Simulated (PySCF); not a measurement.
## Calculated data, CH₆AlBN, AlBH₄NSi, Al₂BH₄O, B₂FH₅N and others

Calculation on a computer-drawn molecule: the log of a Hartree-Fock and frozen-core CCSD(T) single point meant for a local Hartree-Fock minimum, with one planted fault or none, to be diagnosed. Offsets are logged minus clean, where the clean run is the same molecule without the fault. The reference is restricted for singlets and unrestricted otherwise, and also for a bond in bohr or an excited solution. Adding or removing an electron swaps singlet and doublet. The excited solution moves the top pair (singlet) or top alpha electron (doublet) to the lowest empty orbital. Highest occupied and lowest empty are orbital energies over both spins, largest force is the largest gradient component, triples share is (T) over the correlation energy, the T1 limit is 0.02 restricted and 0.045 unrestricted, electrons count all cores, a negative frequency is imaginary (commonest isotopes), and the dipole is about the centre of nuclear charge. Program: PySCF 2.14.0.

Common to all runs: logged SCF converged yes; logged CC converged yes; logged SCF stable within its kind yes; possible faults no fault, one electron removed, one electron added, multiplicity raised by two, geometry at a saddle point, SCF held on an excited solution, minimal basis STO-3G, one bond length entered in bohr, all coordinates scaled.

(1) CH₆AlBN

Logged structure:
```xyz
10
CH6AlBN
B     -1.1136     0.8196    -0.7275
Al    -1.3847     2.3024     0.7933
N     -1.0619     2.1149     2.5292
C     -0.5665     0.9700     3.2735
H     -0.1035     0.7714    -1.3806
H     -2.0258     0.1234    -1.0914
H     -1.2330     2.8932     3.1406
H     -0.3842     0.1324     2.5972
H     -1.2817     0.6278     4.0288
H      0.3779     1.1868     3.7836
```

- meant charge: 0
- meant multiplicity: 2
- meant basis: cc-pV(D+d)Z
- logged electrons: 37
- logged basis functions: 30
- logged spin squared: 0.793
- logged highest occupied: -4.1544 eV
- logged lowest empty: 7.4196 eV
- logged largest force: 0.042389 hartree/bohr
- logged T1 diagnostic: 0.024846
- logged D1 diagnostic: 0.12591
- logged triples share: 0.016388
- logged dipole magnitude: 2.0951 debye
- logged energy HF: -357.95524 hartree
- logged energy CCSD(T): -358.15891 hartree
- planted fault: minimal basis STO-3G
- HF energy offset from clean run: 2775 kcal/mol
- CCSD(T) energy offset from clean run: 2967 kcal/mol

Drawn bonds:
```tsv
atom	other atom	order
1	2	1
2	3	1
3	4	1
1	5	1
1	6	1
3	7	1
4	8	1
4	9	1
4	10	1
```

(2) AlBH₄NSi

Logged structure:
```xyz
8
AlBH4NSi
B     -2.7683    -0.1786     0.0000
Al    -0.7579    -0.0500     0.0000
N      0.9712     0.0611     0.0000
Si     2.5321     0.1635     0.0000
H     -3.4180     0.8321     0.0000
H     -3.2839    -1.2639     0.0000
H      3.4418    -0.9945     0.0000
H      3.2830     1.4302     0.0000
```

* meant charge: 0
* meant multiplicity: 2
* meant basis: cc-pV(D+d)Z
* logged electrons: 43
* logged basis functions: 94
* logged spin squared: 0.7627
* logged highest occupied: -6.1533 eV
* logged lowest empty: 0.87348 eV
* logged largest force: 2.478e-05 hartree/bohr
* logged lowest frequency: -97.6 cm⁻¹
* logged T1 diagnostic: 0.02115
* logged D1 diagnostic: 0.071382
* logged triples share: 0.035612
* logged dipole magnitude: 6.7943 debye
* logged energy HF: -612.25598 hartree
* logged energy CCSD(T): -612.70798 hartree
* planted fault: geometry at a saddle point
* HF energy offset from clean run: 2.713 kcal/mol
* CCSD(T) energy offset from clean run: -1.785 kcal/mol

Drawn bonds:
```tsv
atom	other atom	order
1	2	1
2	3	1
3	4	2
1	5	1
1	6	1
4	7	1
4	8	1
```

(3) AlBH₄NSi

Logged structure:
```xyz
8
AlBH4NSi
B     -0.6854     0.2544     2.4501
Al     0.3224    -0.1863     0.8097
N      1.5659    -1.2046     0.5662
Si     2.6738    -2.0886     0.2613
H     -0.4267     1.1548     3.0576
H     -1.6523    -0.2529     2.6827
H      3.9916    -1.7305     0.3182
H      2.5430    -3.3932    -0.1248
```

- meant charge: 0
- meant multiplicity: 2
- meant basis: cc-pV(D+d)Z
- logged electrons: 43
- logged basis functions: 94
- logged spin squared: 0.8271
- logged highest occupied: -6.5881 eV
- logged lowest empty: 1.4097 eV
- logged largest force: 0.086933 hartree/bohr
- logged T1 diagnostic: 0.030777
- logged D1 diagnostic: 0.14525
- logged triples share: 0.031056
- logged dipole magnitude: 4.0577 debye
- logged energy HF: -612.20886 hartree
- logged energy CCSD(T): -612.64336 hartree
- planted fault: all coordinates scaled, by -7.3 %
- HF energy offset from clean run: 32.28 kcal/mol
- CCSD(T) energy offset from clean run: 38.77 kcal/mol

Drawn bonds:
```tsv
atom	other atom	order
1	2	1
2	3	1
3	4	2
1	5	1
1	6	1
4	7	1
4	8	1
```

(4) Al₂BH₄O

Logged structure:
```xyz
8
Al2BH4O
B     -1.2880    -0.4537    -2.9780
Al    -1.5986    -1.2657    -1.0153
O     -0.9667    -0.6911     0.4401
Al    -0.3507    -0.1419     1.9068
H     -0.4437    -0.9084    -3.7047
H     -2.0903     0.2988    -3.4658
H     -1.1733     0.9193     2.7330
H      1.0326    -0.7029     2.4139
```

- meant charge: 0
- meant multiplicity: 2
- meant basis: cc-pV(D+d)Z
- logged electrons: 43
- logged basis functions: 32
- logged spin squared: 0.8111
- logged highest occupied: -3.5117 eV
- logged lowest empty: 7.5865 eV
- logged largest force: 0.038473 hartree/bohr
- logged T1 diagnostic: 0.036456
- logged D1 diagnostic: 0.16836
- logged triples share: 0.047878
- logged dipole magnitude: 2.0532 debye
- logged energy HF: -578.53779 hartree
- logged energy CCSD(T): -578.7127 hartree

Drawn bonds:
```tsv
atom	other atom	order
1	2	1
2	3	1
3	4	1
1	5	1
1	6	1
4	7	1
4	8	1
```

(5) B₂FH₅N

Logged structure:
```xyz
9
B2FH5N
B     -1.5305     1.0411    -2.1326
B     -0.8366     1.0808    -0.5554
N     -0.4688    -0.0439     0.2451
F     -0.5488     2.2625     0.1351
H     -2.6409     1.6131    -2.1241
H     -0.7886     1.6390    -2.9400
H     -1.6848    -0.1403    -2.5201
H     -0.0691     0.0347     1.1552
H     -0.6021    -0.9713    -0.0869
```

* meant charge: -1
* meant multiplicity: 1
* meant basis: aug-cc-pVDZ
* logged electrons: 31
* logged basis functions: 137
* logged spin squared: 0.7586
* logged highest occupied: -12.023 eV
* logged lowest empty: -1.512 eV
* logged largest force: 0.12343 hartree/bohr
* logged T1 diagnostic: 0.017777
* logged D1 diagnostic: 0.077166
* logged triples share: 0.029579
* logged dipole magnitude: 3.0567 debye
* logged energy HF: -206.1638 hartree
* logged energy CCSD(T): -206.7909 hartree

Drawn bonds:
```tsv
atom	other atom	order
1	2	1
2	3	1
2	4	1
1	5	1
1	6	1
1	7	1
3	8	1
3	9	1
```

(6) B₂FH₄

Logged structure:
```xyz
7
B2FH4
B     -1.3664     1.5989     2.2450
B     -1.4852     0.8881     3.7946
F     -1.8011     1.5502     4.9690
H     -2.0606     0.9320     1.4460
H     -1.6906     2.7989     2.2021
H     -0.1704     1.4686     1.8887
H     -1.2815    -0.2979     4.0589
```

- meant charge: -1
- meant multiplicity: 1
- meant basis: aug-cc-pVDZ
- logged electrons: 24
- logged basis functions: 105
- logged spin squared: 0
- logged highest occupied: -4.6853 eV
- logged lowest empty: 3.8964 eV
- logged largest force: 3.227e-06 hartree/bohr
- logged lowest frequency: 21.106 cm⁻¹
- logged T1 diagnostic: 0.015237
- logged D1 diagnostic: 0.04617
- logged triples share: 0.027141
- logged dipole magnitude: 4.8176 debye
- logged energy HF: -151.17337 hartree
- logged energy CCSD(T): -151.64112 hartree

Drawn bonds:
```tsv
atom	other atom	order
1	2	1
2	3	1
1	4	1
1	5	1
1	6	1
2	7	1
```

To be estimated
1. Which fault was planted in the run of Al₂BH₄O (entry 4)?
2. Which fault was planted in the run of B₂FH₅N (entry 5)?
3. Give the missing planted fault for B₂FH₄ (entry 6).

## Answers
1. minimal basis STO-3G
2. one electron removed
3. no fault

Further results for Al₂BH₄O (entry 4):

* HF energy offset from clean run: 4534 kcal/mol
* CCSD(T) energy offset from clean run: 4691 kcal/mol

Further results for B₂FH₅N (entry 5):

* HF energy offset from clean run: 71.68 kcal/mol
* CCSD(T) energy offset from clean run: 89.38 kcal/mol

Further results for B₂FH₄ (entry 6):

* HF energy offset from clean run: 0 kcal/mol
* CCSD(T) energy offset from clean run: 0 kcal/mol
